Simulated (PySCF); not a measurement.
Interval between two levels of Rb by level of theory

Rb [Kr] 5s1 [2S1/2, M_J = 1/2] → Rb [Kr] 5p1 [2P3/2, M_J = 3/2], as a difference of total energies. Computed with PySCF 2.14 in x2c-TZVPall-2c, with the two-component X2C-1e Hamiltonian. Correlated levels: [Ar] 3d10 frozen; the 6 highest virtual spinors dropped. "Screened" scales the spin-orbit matrix elements by Boettger's factors to mimic the two-electron term; Breit and QED terms are absent.

```csv
method,interval between two levels (cm⁻¹),error (cm⁻¹)
GHF (spin-free),10852,-1965
GMP2 (spin-free),12420,-397
GHF (screened spin-orbit),10914,-1902
GMP2 (screened spin-orbit),12494,-323
```

Reference: 12817 cm⁻¹ (measured; NIST Handbook of Basic Atomic Spectroscopic Data (Sansonetti and Martin, J. Phys. Chem. Ref. Data 34, 1559 (2005))).

The spin-free rows lack the spin-orbit shift.

Errors of the correlated levels include the incompleteness of this basis and the frozen core.
